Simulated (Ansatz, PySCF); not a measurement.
F2H5NOSi2, SMILES N[SiH2]O[SiH](F)F. Atoms are numbered in the order given.

```xyz
11

Si     0.9869    -0.7411     0.3069
F      2.2712    -0.4850    -0.6288
F      0.0585    -1.8016    -0.4848
O      0.1526     0.6352     0.5177
Si    -1.2514     1.3755    -0.0616
N     -2.6742     0.4352     0.0983
H      1.4306    -1.3273     1.5787
H     -1.0364     1.6424    -1.5082
H     -1.4024     2.6068     0.7510
H     -3.1331     0.3155     0.9956
H     -2.8420    -0.3625    -0.5074
```

Coordinates come from a r2SCAN-D4/def2-SVP optimisation. The structure was generated by enumeration, and PubChem lists no compound with its InChIKey, so it may never have been made. Other conformers were not sampled.

Two levels are set side by side: PBE-D3(BJ)/def2-SVP (Ansatz, a first-principles code) and r2SCAN-D4/def2-SVP (Ansatz). Each level has its own optimised geometry; the coordinates shown are those of the second. Frequencies come from the Hessian of PySCF at each geometry. Differences are taken from unrounded values.

| quantity | r2SCAN-D4 | PBE-D3(BJ) | PBE-D3(BJ) minus r2SCAN-D4 |
|---|---|---|---|
| mean bond length (Å) | 1.472 | 1.485 | 0.013 |
| bond Si1–F2 (Å) | 1.610 | 1.623 | 0.014 |
| bond Si1–F3 (Å) | 1.617 | 1.632 | 0.016 |
| bond Si1–O4 (Å) | 1.623 | 1.639 | 0.015 |
| bond O4–Si5 (Å) | 1.690 | 1.708 | 0.018 |
| bond Si5–N6 (Å) | 1.713 | 1.726 | 0.013 |
| bond Si1–H7 (Å) | 1.469 | 1.482 | 0.013 |
| bond Si5–H8 (Å) | 1.487 | 1.498 | 0.011 |
| bond Si5–H9 (Å) | 1.483 | 1.494 | 0.011 |
| bond N6–H10 (Å) | 1.015 | 1.023 | 0.008 |
| bond N6–H11 (Å) | 1.016 | 1.024 | 0.008 |
| highest harmonic wavenumber (cm⁻¹) | 3682 | 3586 | -96 |
| mean harmonic wavenumber (cm⁻¹) | 1038 | 1010 | -28 |
| zero-point energy (kcal/mol) | 40.07 | 39.00 | -1.08 |
